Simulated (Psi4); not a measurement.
Psi4 input (wB97X-D/6-31G*):

```
memory 1500 MB

molecule {
1 1
C    -0.95996246   -1.11005754   -0.62521738
C     0.23956458   -0.17384946   -0.59056356
C     1.52908113   -0.83805889    0.02922468
C     0.06609459    1.04385345    0.16775925
O    -0.92292247    1.19485397    0.94832779
H    -1.20760704   -1.47369234    0.37194651
H    -1.83862268   -0.61923856   -1.04279244
H    -0.72185562   -1.96954308   -1.24897007
H     0.54334058    0.14890000   -1.59692031
H     1.75229131   -1.70272961   -0.59329675
H     2.39173959   -0.17320244    0.01956341
H     1.33176393   -1.17292668    1.04608200
H     0.81049883    1.84074597    0.11750848
H    -0.92683600    2.03152949    1.45303878
symmetry c1
no_reorient
no_com
}

set {
  basis 6-31G*
  reference rks
  scf_type pk
  dft_radial_points 99
  dft_spherical_points 590
  e_convergence 1e-8
  d_convergence 1e-7
  maxiter 150
}

e = energy('wb97x-d')
print_out(f'\nFINAL {e:.10f} DIPOLE {variable("CURRENT DIPOLE")[0]:.6f} {variable("CURRENT DIPOLE")[1]:.6f} {variable("CURRENT DIPOLE")[2]:.6f}\n')
```

Output:

```
   => Loading Basis Set <=

    Name: 6-31G*
    Role: ORBITAL
    Keyword: BASIS
    atoms 1-4  entry C          line   111 file 6-31gs.gbs
    atoms 5    entry O          line   145 file 6-31gs.gbs
    atoms 6-14 entry H          line    44 file 6-31gs.gbs

   => WB97X-D: Empirical Dispersion <=

    Chai and Head-Gordon Dispersion Correction
    Chai, J.-D.; Head-Gordon, M. (2010), J. Chem. Phys., 132: 6615-6620

        s6 =       1.000000

         ---------------------------------------------------------
                                   SCF
               by Justin Turney, Rob Parrish, Andy Simmonett
                          and Daniel G. A. Smith
                              RKS Reference
         ---------------------------------------------------------

  ==> Geometry <==

    Molecular point group: c1
    Full point group: C1

    Geometry (in Angstrom), charge = 1, multiplicity = 1:

       Center              X                  Y                   Z               Mass
    ------------   -----------------  -----------------  -----------------  -----------------
         C           -0.959962460000    -1.110057540000    -0.625217380000    12.000000000000
         C            0.239564580000    -0.173849460000    -0.590563560000    12.000000000000
         C            1.529081130000    -0.838058890000     0.029224680000    12.000000000000
         C            0.066094590000     1.043853450000     0.167759250000    12.000000000000
         O           -0.922922470000     1.194853970000     0.948327790000    15.994914619570
         H           -1.207607040000    -1.473692340000     0.371946510000     1.007825032230
         H           -1.838622680000    -0.619238560000    -1.042792440000     1.007825032230
         H           -0.721855620000    -1.969543080000    -1.248970070000     1.007825032230
         H            0.543340580000     0.148900000000    -1.596920310000     1.007825032230
         H            1.752291310000    -1.702729610000    -0.593296750000     1.007825032230
         H            2.391739590000    -0.173202440000     0.019563410000     1.007825032230
         H            1.331763930000    -1.172926680000     1.046082000000     1.007825032230
         H            0.810498830000     1.840745970000     0.117508480000     1.007825032230
         H           -0.926836000000     2.031529490000     1.453038780000     1.007825032230

  Running in c1 symmetry.

  Rotational constants: A =      0.23229  B =      0.13734  C =      0.10011 [cm^-1]
  Rotational constants: A =   6963.98776  B =   4117.28563  C =   3001.35877 [MHz]
  Nuclear repulsion =  187.345467299241818

  Charge       = 1
  Multiplicity = 1
  Electrons    = 40
  Nalpha       = 20
  Nbeta        = 20

  ==> Algorithm <==

  SCF Algorithm Type is PK.
  DIIS enabled.
  MOM disabled.
  Fractional occupation disabled.
  Guess Type is SAD.
  Energy threshold   = 1.00e-08
  Density threshold  = 1.00e-07
  Integral threshold = 1.00e-12

  ==> Primary Basis <==

  Basis Set: 6-31G*
    Blend: 6-31G*
    Number of shells: 48
    Number of basis functions: 93
    Number of Cartesian functions: 93
    Spherical Harmonics?: false
    Max angular momentum: 2

  ==> DFT Potential <==

   => LibXC <=

    Version 7.1.2
    S. Lehtola, C. Steigemann, M. J. T. Oliveira, and M. A. L. Marques,  SoftwareX 7, 1–5 (2018) (10.1016/j.softx.2017.11.002)

   => Composite Functional: WB97X-D <=

    wB97X-D Hyb-GGA Exchange-Correlation Functional

    J.-D. Chai and M. Head-Gordon,  Phys. Chem. Chem. Phys. 10, 6615–6620 (2008) (10.1039/B810189B)

    Deriv               =              1
    GGA                 =           TRUE
    Meta                =          FALSE

    Exchange Hybrid     =           TRUE
    MP2 Hybrid          =          FALSE

   => Exchange-Correlation Functionals <=

    1.0000   wB97X-D range-separated functional

   => Exact (HF) Exchange <=

    0.7780            HF,LR [omega = 0.2000]
    0.2220               HF

   => LibXC Density Thresholds  <==

    XC_HYB_GGA_XC_WB97X_D:  1.00E-14

   => Molecular Quadrature <=

    Radial Scheme          =       TREUTLER
    Pruning Scheme         =           NONE
    Nuclear Scheme         =       TREUTLER

    Blocking Scheme        =         OCTREE
    BS radius alpha        =              1
    Pruning alpha          =              1
    Radial Points          =             99
    Spherical Points       =            590
    Total Points           =         760747
    Total Blocks           =           5284
    Max Points             =            256
    Max Functions          =             92
    Weights Tolerance      =       1.00E-15

  ==> Integral Setup <==

  Using in-core PK algorithm.
   Calculation information:
      Number of atoms:                  14
      Number of AO shells:              48
      Number of primitives:            111
      Number of atomic orbitals:        93
      Number of basis functions:        93

      Integral cutoff                 1.00e-12
      Number of threads:                 1

  Performing in-core PK
  Using 28665018 doubles for integral storage.
  We computed 658289 shell quartets total.
  Whereas there are 692076 unique shell quartets.

  Computing range-separated integrals for PK
  We computed 658289 wK shell quartets total.
  Whereas there are 692076 wK unique shell quartets.

  ==> DiskJK: Disk-Based J/K Matrices <==

    J tasked:                  Yes
    K tasked:                  Yes
    wK tasked:                 Yes
    Omega:               2.000E-01
    Schwarz Cutoff:          1E-12


  Cached 25.0% of DFT collocation blocks in 0.425 [GiB].

  Minimum eigenvalue in the overlap matrix is 3.5198355745E-03.
  Reciprocal condition number of the overlap matrix is 4.8052317240E-04.
    Using symmetric orthogonalization.

  ==> Pre-Iterations <==

  SCF Guess: Superposition of Atomic Densities via on-the-fly atomic UHF (no occupation information).

   -------------------------
    Irrep   Nso     Nmo
   -------------------------
     A         93      93
   -------------------------
    Total      93      93
   -------------------------

  ==> Iterations <==

                        Total Energy        Delta E     RMS |[F,P]|

   @RKS iter SAD:  -232.27147583106944   -2.32271e+02   0.00000e+00
   @RKS iter   1:  -232.54680145393465   -2.75326e-01   6.06440e-03 ADIIS/DIIS
   @RKS iter   2:  -232.60261853411740   -5.58171e-02   5.14261e-03 ADIIS/DIIS
   @RKS iter   3:  -232.70028586288277   -9.76673e-02   7.75964e-04 ADIIS/DIIS
   @RKS iter   4:  -232.70198057196029   -1.69471e-03   3.40594e-04 ADIIS/DIIS
   @RKS iter   5:  -232.70238397921634   -4.03407e-04   6.84920e-05 DIIS
   @RKS iter   6:  -232.70240398153601   -2.00023e-05   1.93653e-05 DIIS
   @RKS iter   7:  -232.70240567432427   -1.69279e-06   3.00074e-06 DIIS
   @RKS iter   8:  -232.70240578544048   -1.11116e-07   1.08015e-06 DIIS
   @RKS iter   9:  -232.70240579578535   -1.03449e-08   3.63883e-07 DIIS
   @RKS iter  10:  -232.70240579734946   -1.56410e-09   1.04064e-07 DIIS
   @RKS iter  11:  -232.70240579751109   -1.61634e-10   2.53092e-08 DIIS
  Energy and wave function converged.

  ==> Post-Iterations <==

   Electrons on quadrature grid:
      Ntotal   =   39.9999992169 ; deviation = -7.831e-07

    Orbital Energies [Eh]
    ---------------------

    Doubly Occupied:

       1A    -19.611477     2A    -10.671120     3A    -10.523989
       4A    -10.483596     5A    -10.457627     6A     -1.481127
       7A     -1.137280     8A     -1.013282     9A     -0.973193
      10A     -0.926635    11A     -0.880778    12A     -0.794135
      13A     -0.770573    14A     -0.726159    15A     -0.698324
      16A     -0.666664    17A     -0.647571    18A     -0.629880
      19A     -0.617669    20A     -0.609309

    Virtual:

      21A     -0.225505    22A     -0.073487    23A      0.002383
      24A      0.022244    25A      0.055463    26A      0.059295
      27A      0.075199    28A      0.088950    29A      0.097767
      30A      0.110161    31A      0.127725    32A      0.129831
      33A      0.166863    34A      0.211514    35A      0.397234
      36A      0.405626    37A      0.417347    38A      0.432000
      39A      0.439200    40A      0.448001    41A      0.520708
      42A      0.569877    43A      0.585714    44A      0.614331
      45A      0.650594    46A      0.692378    47A      0.698035
      48A      0.736504    49A      0.759074    50A      0.792391
      51A      0.807790    52A      0.824065    53A      0.838318
      54A      0.852553    55A      0.860833    56A      0.891158
      57A      0.919212    58A      0.963677    59A      1.017701
      60A      1.138125    61A      1.218016    62A      1.272147
      63A      1.293961    64A      1.412158    65A      1.431932
      66A      1.515647    67A      1.564909    68A      1.632150
      69A      1.658727    70A      1.723943    71A      1.740058
      72A      1.783634    73A      1.877511    74A      1.954849
      75A      1.967555    76A      2.022909    77A      2.091985
      78A      2.151925    79A      2.164750    80A      2.173278
      81A      2.243413    82A      2.322743    83A      2.348952
      84A      2.440059    85A      2.527700    86A      2.594235
      87A      2.674186    88A      2.784254    89A      3.686082
      90A      4.013380    91A      4.100037    92A      4.229270
      93A      4.447117

    Final Occupation by Irrep:
              A
    DOCC [    20 ]
    NA   [    20 ]
    NB   [    20 ]

  @RKS Final Energy:  -232.70240579751109

   => Energetics <=

    Nuclear Repulsion Energy =            187.3454672992418182
    One-Electron Energy =                -675.9958458506005172
    Two-Electron Energy =                 278.7732088900257850
    DFT Exchange-Correlation Energy =     -22.8187661691821617
    Empirical Dispersion Energy =          -0.0064699669959959
    VV10 Nonlocal Energy =                  0.0000000000000000
    Total Energy =                       -232.7024057975110907

Computation Completed

Properties will be evaluated at   0.000000,   0.000000,   0.000000 [a0]

Properties computed using the SCF density matrix

 Multipole Moments:

 ------------------------------------------------------------------------------------
     Multipole            Electronic (a.u.)      Nuclear  (a.u.)        Total (a.u.)
 ------------------------------------------------------------------------------------

 L = 1.  Multiply by 2.5417464519 to convert [e a0] to [Debye]
 Dipole X            :          0.2872469            0.0000003            0.2872473
 Dipole Y            :          1.6139888           -0.0000002            1.6139886
 Dipole Z            :          0.4388991           -0.0000002            0.4388988
 Magnitude           :                                                    1.6970864

 ------------------------------------------------------------------------------------

FINAL -232.7024057975 DIPOLE 0.287247 1.613989 0.438899

*** Psi4 exiting successfully. Buy a developer a beer!
```

The dipole moment of an ion depends on the origin.

The geometry given is a B3LYP-D3(BJ)/def2-TZVP minimum.
